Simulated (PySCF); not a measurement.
**Hg²⁺ (mercury, charge +2): UHF calculation**

Configuration: [Xe] 4f14 5d10, closed-shell 1S. Computed with PySCF 2.14 in def2-SVP with the def2 core potential (60 electrons) (6s3p2d1f, 32 functions), with scalar relativity through the core potential.

```
Total energy             : -151.607036 hartree
One-electron energy      : -256.4206 hartree
Hartree (Coulomb) energy : 117.4814 hartree
Exchange energy          : -12.6678 hartree
⟨S²⟩                     : 0.0000
⟨L²⟩                     : 0.000
Sum of ⟨r⟩               : 22.72 bohr
Sum of ⟨r²⟩              : 33.43 bohr²
Time after the integrals : 0.05 s of wall time on 1 thread of Intel(R) Xeon(R) 6975P-C (shared host)
```

| shell | electrons | mean orbital energy (hartree) | rms radius, mean of both spins (bohr) |
| --- | --- | --- | --- |
| 5s | 2 | -5.73237 | 0.980 |
| 5p | 6 | -3.73081 | 1.12 |
| 5d | 10 | -1.29438 | 1.55 |

Energies and moments cover only the electrons outside the core potential. Spin-orbit coupling, which splits the p, d and f shells strongly at this Z, is absent.
